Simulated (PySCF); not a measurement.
Molecule: sum formula H5SiN2O, net charge 0, doublet state. It need not be the lowest isomer of its formula. 
Geometry from a B3LYP-D3(BJ)/def2-TZVP (Ansatz) optimisation:
SMILES: N[Si](N)O
```xyz
9

Si     0.0954    -0.2362    -0.2920
O      1.5414     0.1984     0.4137
N     -0.9024     0.9846    -0.9698
N     -0.7773    -0.8501     1.0520
H      2.2802     0.3338    -0.1849
H     -1.3505     1.6830    -0.3924
H     -0.8036     1.2814    -1.9260
H     -0.2994    -1.3769     1.7663
H     -1.7348    -1.1426     0.9406
```
Charge 0, spin multiplicity 2.

Dispersion corrections to the total energy (kcal/mol) from the dftd3 and dftd4 libraries through PySCF: D3(BJ) without and D4 with the three-body term, each with the damping fitted for the functional named.

```tsv
functional	D3(BJ)	D4
revPBE	(withheld)	-12.31
PBE0	(withheld)	-3.21
B2PLYP	-3.20	-2.66
PBE	-3.86	-3.85
TPSSh	-4.46	-4.70
PW6B95	-1.96	-3.51
r2SCAN	-1.05	(withheld)
```

Task: What belongs in the gaps?

Result: 
- revPBE, D3(BJ): -9.77
- PBE0, D3(BJ): -3.33
- r2SCAN, D4: -0.91
